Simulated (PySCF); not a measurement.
C6H11N.
SMILES: `[C@H]12CC[C@H](CC1)N2`

Theory: B3LYP/def2-SVPD in PySCF (dipole) on a GFN2-xTB geometry, gas phase.

Take the most abundant isotopes and a rigid rotor. 

(1) What are A, B and C (cm⁻¹)?

(2) What kind of rotor is it?

(3) What does the inertial defect say?

(4) Give the other two planar moments, Paa and Pbb, and the rms extents of the mass along the axes.

(5) Give the coordinates in the principal-axis frame, origin at the centre of mass.

(6) Where do the levels up to J = 2 lie, in MHz?

(7) Which types of transition are allowed, and where do some lines up to J = 2 fall?

(8) Estimate the classical rotational partition function at 100 K, 200 K and 500 K.

## Answers

(1) Ia = 129.76, Ib = 152.92, Ic = 176.06 u·Å²; 505379 MHz·u·Å²/I gives 3895, 3305 and 2870 MHz, that is A = 0.12992, B = 0.11024, C = 0.09575 cm⁻¹.

(2) An asymmetric top: κ = (2 × 3305 − 3895 − 2870)/(3895 − 2870) = -0.15.

(3) Not planar: Δ = Ic − Ia − Ib = -106.62 u·Å². For a rigid frame Δ = −2 Σ m c², so Σ m c² = 53.31 u·Å² lies off the ab plane: 14.15 from hydrogen and 39.16 from heavier atoms. The atom farthest from that plane is 1.94 Å away.

(4) Paa = Σ m a² = (Ib + Ic − Ia)/2 = 99.61 and Pbb = Σ m b² = (Ia + Ic − Ib)/2 = 76.45 u·Å². With the mass M = 97.09 u, the rms extents √(P/M) along a, b and c are 1.01, 0.89, 0.74 Å.

(5) The sense of each axis is arbitrary; atoms in the order of the calculation.
```json
{"atom": "C1", "mass (u)": "12.000", "a (Å)": "-1.253", "b (Å)": "-0.770", "c (Å)": "0.501"}
{"atom": "C2", "mass (u)": "12.000", "a (Å)": "-1.253", "b (Å)": "0.770", "c (Å)": "0.502"}
{"atom": "C3", "mass (u)": "12.000", "a (Å)": "0.002", "b (Å)": "1.082", "c (Å)": "-0.341"}
{"atom": "C4", "mass (u)": "12.000", "a (Å)": "1.245", "b (Å)": "0.770", "c (Å)": "0.501"}
{"atom": "C5", "mass (u)": "12.000", "a (Å)": "1.244", "b (Å)": "-0.771", "c (Å)": "0.501"}
{"atom": "C6", "mass (u)": "12.000", "a (Å)": "0.002", "b (Å)": "-1.081", "c (Å)": "-0.343"}
{"atom": "N7", "mass (u)": "14.003", "a (Å)": "0.067", "b (Å)": "0.001", "c (Å)": "-1.317"}
{"atom": "H8", "mass (u)": "1.008", "a (Å)": "-1.187", "b (Å)": "-1.192", "c (Å)": "1.502"}
{"atom": "H9", "mass (u)": "1.008", "a (Å)": "-2.148", "b (Å)": "-1.171", "c (Å)": "0.022"}
{"atom": "H10", "mass (u)": "1.008", "a (Å)": "-1.187", "b (Å)": "1.191", "c (Å)": "1.504"}
{"atom": "H11", "mass (u)": "1.008", "a (Å)": "-2.147", "b (Å)": "1.172", "c (Å)": "0.023"}
{"atom": "H12", "mass (u)": "1.008", "a (Å)": "0.004", "b (Å)": "2.072", "c (Å)": "-0.794"}
{"atom": "H13", "mass (u)": "1.008", "a (Å)": "2.137", "b (Å)": "1.161", "c (Å)": "0.015"}
{"atom": "H14", "mass (u)": "1.008", "a (Å)": "1.178", "b (Å)": "1.193", "c (Å)": "1.501"}
{"atom": "H15", "mass (u)": "1.008", "a (Å)": "1.175", "b (Å)": "-1.194", "c (Å)": "1.501"}
{"atom": "H16", "mass (u)": "1.008", "a (Å)": "2.136", "b (Å)": "-1.165", "c (Å)": "0.017"}
{"atom": "H17", "mass (u)": "1.008", "a (Å)": "0.003", "b (Å)": "-2.072", "c (Å)": "-0.797"}
{"atom": "H18", "mass (u)": "1.008", "a (Å)": "-0.739", "b (Å)": "0.001", "c (Å)": "-1.936"}
```

(6) Above 0(0,0):
J = 1: 1(0,1) 6175, 1(1,1) 6765, 1(1,0) 7200
J = 2: 2(0,2) 18359, 2(1,2) 18681, 2(1,1) 19984, 2(2,1) 21754, 2(2,0) 21921
The levels of one J sum to (2J + 1)J(J + 1)(A + B + C)/3.

(7) The dipole components are |μa| = 0.98 D, |μb| = 0.00 D, |μc| = 0.58 D; the mirror of this Cs structure is the ac plane, so μb vanishes by symmetry and there are no b-type lines. The squared components, which scale the intensities, stand as 1.00 : 0.34 (a : c). Some lines, for components of 0.1 D or more:

```json
{"type": "c", "branch": "Q", "J(Ka,Kc)": "2(1,2) ← 2(0,2)", "MHz": "322", "lower level (cm⁻¹)": "0.612"}
{"type": "a", "branch": "Q", "J(Ka,Kc)": "1(1,0) ← 1(1,1)", "MHz": "434", "lower level (cm⁻¹)": "0.226"}
{"type": "c", "branch": "Q", "J(Ka,Kc)": "1(1,1) ← 1(0,1)", "MHz": "590", "lower level (cm⁻¹)": "0.206"}
{"type": "a", "branch": "Q", "J(Ka,Kc)": "2(1,1) ← 2(1,2)", "MHz": "1303", "lower level (cm⁻¹)": "0.623"}
{"type": "c", "branch": "Q", "J(Ka,Kc)": "2(2,1) ← 2(1,1)", "MHz": "1770", "lower level (cm⁻¹)": "0.667"}
{"type": "a", "branch": "R", "J(Ka,Kc)": "1(0,1) ← 0(0,0)", "MHz": "6175", "lower level (cm⁻¹)": "0.000"}
{"type": "c", "branch": "R", "J(Ka,Kc)": "1(1,0) ← 0(0,0)", "MHz": "7200", "lower level (cm⁻¹)": "0.000"}
{"type": "a", "branch": "R", "J(Ka,Kc)": "2(1,2) ← 1(1,1)", "MHz": "11916", "lower level (cm⁻¹)": "0.226"}
{"type": "a", "branch": "R", "J(Ka,Kc)": "2(0,2) ← 1(0,1)", "MHz": "12184", "lower level (cm⁻¹)": "0.206"}
{"type": "a", "branch": "R", "J(Ka,Kc)": "2(1,1) ← 1(1,0)", "MHz": "12785", "lower level (cm⁻¹)": "0.240"}
{"type": "c", "branch": "R", "J(Ka,Kc)": "2(1,1) ← 1(0,1)", "MHz": "13809", "lower level (cm⁻¹)": "0.206"}
{"type": "c", "branch": "R", "J(Ka,Kc)": "2(2,0) ← 1(1,0)", "MHz": "14721", "lower level (cm⁻¹)": "0.240"}
```

(8) Point group Cs, symmetry number σ = 1; q = (√π/σ)·√((kT/h)³/(ABC)), k/h = 20836.6 MHz/K: 27700 at 100 K, 78400 at 200 K, 310000 at 500 K.

GFN2-xTB frequencies: not computed here. Constants of a rigid frame at the computed geometry: no zero-point averaging, no centrifugal distortion. A rigid rotor knows nothing of inversion at nitrogen, which can split or shift real lines. Quadrupole hyperfine structure (14N) is left out.
